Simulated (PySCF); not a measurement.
**Diatomics of C with group 12**

PBE0 with triple-zeta basis sets in PySCF, for the lowest determinant that a PBE0 search found; no spin–orbit coupling. De refers to high-spin ground-configuration atoms. A positive dipole means M(−)C(+).

```tsv
M	basis	state (unpaired electrons)	Re (Å)	ωe (cm⁻¹)	De (eV)	μ (D)
Zn	x2c-TZVPPall	triplet (π ↑↑)	1.966	484	1.23	-2.92
Hg	x2c-TZVPPall	triplet (π ↑↑)	2.130	397	0.83	-2.59
```

Problem. The row for M = Cd is missing. Estimate Re, ωe and De as the mean of the rows for Zn and Hg, and compare with the calculation.

Solution. The means are 2.048 Å, 440 cm⁻¹ and 1.03 eV. PBE0 in x2c-TZVPPall gives CdC as a triplet (π ↑↑) with Re = 2.176 Å, ωe = 405 cm⁻¹, De = 1.03 eV, so the estimate is off by -12.8 pm, +9 % and -0.00 eV.

Spin–orbit coupling is left out, which matters for elements this heavy, above all for dissociation energies. States were picked by a PBE0 search and need not be the measured ground states.
